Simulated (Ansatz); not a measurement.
Consider the formal exchange of groups at the Si–S bond: `O[SiH](P)S` + `C=C(Cl)CC` → `CC[SiH](O)P` + `C=C(S)Cl`.

Calculated with Ansatz (gas phase, PBE0-D4/def2-TZVP geometries, no zero-point term in ΔE). CCSD(T)/CBS is the MP2 limit (def2-TZVPP, def2-QZVPP) plus CCSD(T) − MP2 in def2-TZVPP, frozen cores. Functionals use def2-TZVPP. B3LYP here is the variant with VWN-RPA as its local correlation; programs differ in this. Each species was taken in one conformer, which may not be the lowest.

`O[SiH](P)S`:

Cartesian coordinates in Å:
```
O -1.453 -0.591 0.905
Si -0.304 0.180 0.017
P 1.751 -0.541 0.578
S -0.423 -0.240 -2.075
H -1.544 -1.537 0.776
H -0.563 1.615 0.267
H 1.699 0.099 1.845
H 2.393 0.555 -0.057
H -1.555 0.461 -2.257
```

`C=C(Cl)CC`:

Z-matrix (Å, degrees):
```
C
C 1 1.523
C 1 1.492 2 113.6
H 1 1.093 2 110.2 3 -120.7
H 1 1.095 2 109.6 3 121.7
H 2 1.091 1 111.1 3 -60.0
H 2 1.092 1 110.9 3 60.2
H 2 1.092 1 110.4 3 -179.9
Cl 3 1.741 1 114.4 2 64.8
C 3 1.324 1 126.0 2 -115.0
H 10 1.082 3 122.2 1 179.8
H 10 1.084 3 119.5 1 -0.4
```

`CC[SiH](O)P`:

```xyz
14

C    -0.892    1.271   -0.624
C    -0.770   -0.238   -0.799
Si    0.753   -1.003   -0.023
O     2.138   -0.364   -0.658
P     0.814   -0.820    2.234
H    -1.788    1.662   -1.112
H    -0.035    1.793   -1.059
H    -0.948    1.550    0.431
H    -1.649   -0.747   -0.386
H    -0.743   -0.496   -1.865
H     0.803   -2.453   -0.347
H     2.391    0.521   -0.394
H    -0.539   -1.238    2.372
H     0.464    0.560    2.232
```

`C=C(S)Cl`:

Cartesian coordinates in Å:
```
C -0.192 -0.823 0.783
C 0.043 0.248 0.039
S -0.631 0.443 -1.567
Cl 0.946 1.586 0.662
H -0.720 -1.669 0.363
H 0.129 -0.868 1.815
H 0.424 1.084 -2.095
```

```csv
level,ΔE (kcal/mol),difference from CCSD(T)/CBS
PBE0-D4,24.2,-0.3
B3LYP-D4,23.5,-1.0
ωB97X-V,24.4,-0.1
ωB97M-V,24.2,-0.3
B2PLYP,24.3,-0.2
PBE,23.1,-1.4
PBE0,24.4,-0.1
B3LYP,23.8,-0.7
HF/def2-TZVPP,26.9,2.4
MP2/def2-TZVPP,24.9,0.4
SCS-MP2/def2-TZVPP,24.6,0.1
CCSD(T)/def2-TZVPP,24.4,-0.1
MP2/def2-QZVPP,24.9,0.4
SCS-MP2/def2-QZVPP,24.6,0.1
HF/CBS(def2),26.7,2.2
CCSD/CBS(def2),24.9,0.4
CCSD(T)/CBS,24.5,0
```

Largest T1 diagnostic among the species: 0.013.

From PBE to PBE0 (25 % exact exchange), in def2-TZVPP and without D4, ΔE moves by +1.3 kcal/mol. In def2-TZVPP, CCSD(T) changes the Hartree–Fock value by −2.5 kcal/mol (the triples alone add −0.4 kcal/mol) and MP2 by −2.0 kcal/mol.
